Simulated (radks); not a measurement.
Ionisation of neutral bismuth, [Hg] 6p3, to [Hg] 6p2 as the strength of local exchange is varied. Method: Dirac Kohn-Sham, Slater X-alpha exchange (alpha = 2/3 is LDA exchange), no correlation, spin-unpolarised, spherical densities, finite nucleus; open shells fill j = l - 1/2 first; Fermi nuclear charge, rms radius 5.5211 fm; computed with a radial shooting solver on a logarithmic mesh with Libxc functionals.

\begin{tabular}{lrrrrr}
alpha & E(Bi) (hartree) & exchange (hartree) & IE (eV) & -e of the level emptied (eV) & <r> of it (bohr) \\ \hline
0.667 & -21554.9023 & -378.3240 & 6.110 & 2.942 (6p3/2) & 3.343 \\
0.697 & -21571.9253 & -395.6630 & 6.326 & 3.125 (6p3/2) & 3.301 \\
0.742 & -21597.4859 & -421.7234 & 6.657 & 3.409 (6p3/2) & 3.241 \\
0.839 & -21652.6894 & -478.1099 & 7.397 & 4.053 (6p3/2) & 3.124 \\
0.979 & -21732.6204 & -560.0022 & 8.526 & 5.056 (6p3/2) & 2.977 \\
0.98 & -21733.1925 & -560.5894 & 8.534 & 5.063 (6p3/2) & 2.976 \\
0.984 & -21735.4807 & -562.9381 & 8.568 & 5.093 (6p3/2) & 2.972 \\
\end{tabular}

NIST Atomic Spectra Database: 7.286 eV (measured). The Delta-SCF value meets it near alpha = 0.82. Spin polarisation and multiplet splitting are left out, so open shells lie too high by an amount that depends on their filling.

Beside tabulated values, note that spin-unpolarised runs miss the spin-polarisation part of the exchange energy of open shells.
